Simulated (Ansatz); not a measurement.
System: H2SiO, charge 0, triplet. This triplet is an excited state, 2.8 eV above the singlet at CCSD(T)/cc-pV(5+d)Z (Ansatz, a program for electronic structure). H2SiO (parent SMILES O=[SiH2], triplet).
B3LYP-D3(BJ)/def2-TZVP minimum from Ansatz:
```
Si
O 1 1.6595
H 1 1.5026 2 103.96
H 1 1.5026 3 109.51 2 -110.60
```
Charge 0, spin multiplicity 3.

Total energies in cc-pV(T+d)Z, 12 correlated electrons, 6 frozen orbitals. Radicals and triplets start from unrestricted determinants; spin-orbit coupling is neglected. Cores are frozen in correlated methods. No relativity. The spin of H2OSi (parent SMILES O=[SiH2], triplet) was assumed, and the state is the lowest solution found for it.

```json
[
 {"method": "HF", "program": "Ansatz", "energy (Eh)": "-364.94453", "minus CCSDT(Q) (mEh)": "333.63"},
 {"method": "MP2", "program": "Ansatz", "energy (Eh)": "-365.23402", "minus CCSDT(Q) (mEh)": "44.14"},
 {"method": "CCSD", "program": "Ansatz", "energy (Eh)": "-365.26564", "minus CCSDT(Q) (mEh)": "12.52"},
 {"method": "CCSD(T)", "program": "Ansatz", "energy (Eh)": "-365.27612", "minus CCSDT(Q) (mEh)": "2.03"},
 {"method": "CCSDT(Q)", "program": "Ansatz", "energy (Eh)": "-365.27816", "minus CCSDT(Q) (mEh)": "0.00"}
]
```
